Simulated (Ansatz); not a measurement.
`C[SiH2][SiH2]Cl` + `[OH][GeH3]` → `C[SiH2][O][GeH3]` + `[SiH3]Cl` at 298.15 K and 1 bar (cleavage of the Si–Si bond).

Program: Ansatz. Geometries: PBE0-D4/def2-TZVP. ΔE: electronic, gas phase. CBS: MP2 limit from def2 TZ/QZ plus the TZ coupled-cluster correction, frozen cores. This one scheme is used for every species. For Ge outer-core shells are correlated without core-valence functions, which leaves a few kJ/mol of doubt a bond. Scalar relativity is left out up to krypton. Each species was taken in one conformer, which may not be the lowest.

| species | CCSD(T)/CBS energy (Eh) | H − E (kJ/mol) | S (J/(mol·K)) |
| --- | --- | --- | --- |
| `C[SiH2][SiH2]Cl` | -1080.25285 | 212.6 | 361.7 |
| `[OH][GeH3]` | -2153.69723 | 109.3 | 272.0 |
| `C[SiH2][O][GeH3]` | -2483.29571 | 237.6 | 381.1 |
| `[SiH3]Cl` | -750.69636 | 80.1 | 250.8 |

H − E and S are ideal-gas, rigid-rotor, harmonic terms from PBE0-D4/def2-TZVP, for one conformer and one mirror image of each species. 1 Eh = 2625.50 kJ/mol, R = 8.31446 J/(mol·K).

Problem. By hand: ΔE, ΔH, ΔS and ΔG.

Solution. ΔE = (-2483.29571) + (-750.69636) − (-1080.25285) − (-2153.69723) = -0.04199 Eh = -110.2 kJ/mol. Δ(H − E) = 237.6 + 80.1 − 212.6 − 109.3 = -4.2, so ΔH = -114.4 kJ/mol. ΔS = 381.1 + 250.8 − 361.7 − 272.0 = -1.8 J/(mol·K). ΔG = -114.4 − 298.15 × (-1.8)/1000 = -113.9 kJ/mol.

Problem. By hand: the equilibrium constant, and the temperature at which ΔG would vanish if ΔH and ΔS stayed fixed.

Solution. log₁₀ K = −ΔG/(RT ln 10) = 20.0. ΔG = 0 at ΔH/ΔS = 63556 K, far beyond where these terms or the molecules hold.

The number of gas molecules stays the same, so ΔS is small and ΔH decides. A doubt of 5 kJ/mol in ΔE shifts log₁₀ K by 0.9 here. Other conformers and mirror images would add mixing entropy, several J/(mol·K) or more a flexible species. Modes under 60 cm⁻¹, often nearly free rotors, make the harmonic entropy too high. These are equilibria of isolated gas molecules and say nothing of rates. Largest T1 diagnostic: 0.011 (customary marks: 0.02 for closed shells, 0.045 for open ones).
